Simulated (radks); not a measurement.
The numbers below are computed, except where a source is named.
Polarisability of neutral cobalt, [Ar] 3d7 4s2, at imaginary frequency. Code: a radial shooting solver on a logarithmic mesh with Libxc functionals. Model: non-relativistic Kohn-Sham, LDA (Slater exchange, VWN5 correlation), spin-polarised, spherical densities, point nucleus; open shells are filled with parallel spins first. Response by self-consistent Sternheimer equations with the Hartree and adiabatic LDA kernel.

w (hartree)  alpha1(iw) (bohr^3)
0.00266                    51.54
0.0143                     51.28
0.0360                     49.85
0.0697                     45.79
0.118                      38.18
0.186                      28.31
0.280                      18.97
0.413                      11.94
0.605                      7.286
0.892                      4.376
1.35                       2.565
2.12                       1.417
3.59                      0.6845
6.94                      0.2517
17.5                     0.05333

Static values: alpha1 = 51.55 bohr^3 (7.639 angstrom^3; uncoupled 94.04). C6 = 429.9, triple-dipole C9 = 15830 atomic units. One-pole (London) frequency 4 C6 / (3 alpha1^2) = 0.216 hartree, against 0.194 for minus the highest occupied eigenvalue. The dipole shielding factor is 1.000, as the force sum rule N/Z = 1.000 demands. Recommended static value: 55 bohr^3 (Schwerdtfeger and Nagle, 2023 table).
